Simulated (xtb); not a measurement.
2-fluorocyclopenta-1,3-diene (C₅H₅F), SMILES FC1=CCC=C1. All values are semi-empirical tight-binding results from xtb (GFN2-xTB unless named), good for trends rather than for accurate numbers. The structure is a stationary point at GFN2-xTB. The values are those of a single conformer.

Optimised geometry:

Bonded distances (Å): F1–C2 1.341, C2–C3 1.339, C2–C6 1.446, C3–C4 1.493, C3–H7 1.072, C4–C5 1.494, C4–H8 1.092, C4–H9 1.092, C5–C6 1.339, C5–H10 1.074, C6–H11 1.074. Angles (°): F1–C2–C3 126.4, F1–C2–C6 122.3, C3–C2–C6 111.3, C2–C3–C4 107.8, C2–C3–H7 127.8, C4–C3–H7 124.4, C3–C4–C5 103.3, C3–C4–H8 111.8, C3–C4–H9 111.8, C5–C4–H8 111.6, C5–C4–H9 111.6, H8–C4–H9 106.9, C4–C5–C6 109.9, C4–C5–H10 122.9, C6–C5–H10 127.2, C2–C6–C5 107.8, C2–C6–H11 123.9, C5–C6–H11 128.3.

| Item | Value |
|---|---|
| point group as xtb finds it | Cs |
| orbital gap | 3.76 eV |
| dipole moment | 2.89 D |
| zero-point energy | 51.9 kcal/mol |
| G − E(el) at 298.15 K (modified RRHO) | 34.3 kcal/mol |
| static polarisability (D4 model) | 57.0 bohr³ |
| solvation energy, GFN2-xTB/ALPB(water) | -2.7 kcal/mol |
| solvation energy, GFN2-xTB/ALPB(thf) | -5.4 kcal/mol |

Computed IR lines (harmonic; lines under 4 % of the strongest left out, lines within 3 cm⁻¹ merged):
ν (cm⁻¹): 350 (m), 378 (w), 598 (w), 742 (m), 758 (w), 944 (m), 982 (w), 1035 (w), 1190 (w), 1211 (vs), 1258 (w), 1350 (s), 1393 (m), 1574 (w), 1665 (s), 2956 (w), 2981 (w), 3141 (w), 3158 (m), 3166 (w) (against the strongest line: vs over 80 %, s over 45 %, m over 15 %, w over 4 %, vw less)

### Question
Give the atomic charges and the Wiberg bond orders between heavy atoms. (The exact figures need the calculation; the answer reports its results.)

### Answer
charges (e) F1 -0.23, C2 0.16, C3 -0.07, C4 -0.07, C5 -0.04, C6 -0.05, H7 0.05, H8 0.08, H9 0.08, H10 0.04, H11 0.05. Bond orders F1–C2 0.96, C2–C3 1.73, C3–C4 1.04, C4–C5 1.04, C2–C6 1.12, C5–C6 1.80.
